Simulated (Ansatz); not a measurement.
`C[O][Ge]([OH])([OH])[OH]` at its PBE0-D4/def2-TZVP geometry, where that method's forces vanish. The species carries charge 0 and has multiplicity 1.

```xyz
12

C    -1.4953    0.1196    1.2299
O    -0.1687   -0.3483    1.0787
Ge    0.6624   -0.0923   -0.4428
O     2.2304   -0.8245   -0.1414
O    -0.1795   -0.7931   -1.8162
O     0.7618    1.6016   -0.8978
H    -1.8166   -0.1295    2.2427
H    -2.1800   -0.3568    0.5199
H    -1.5636    1.2051    1.0997
H     2.8074   -0.7618   -0.9069
H    -0.2920   -1.7424   -1.7228
H     1.2336    2.1225   -0.2431
```

(1) What forces (eV/Å) does ωB97M-V/def2-TZVPP give on these atoms in Ansatz? (An estimate is asked.)

## Answers

(1) Ansatz gave: 
```
C1  -0.305  0.100  0.054
O2   0.214 -0.076 -0.024
Ge3 -0.022 -0.010  0.049
O4   0.055 -0.002 -0.052
O5  -0.030 -0.070 -0.009
O6   0.023  0.062  0.041
H7   0.016  0.030 -0.097
H8   0.063  0.036  0.056
H9   0.014 -0.090  0.010
H10  0.005 -0.019  0.044
H11 -0.012  0.028 -0.032
H12 -0.020  0.011 -0.038
```
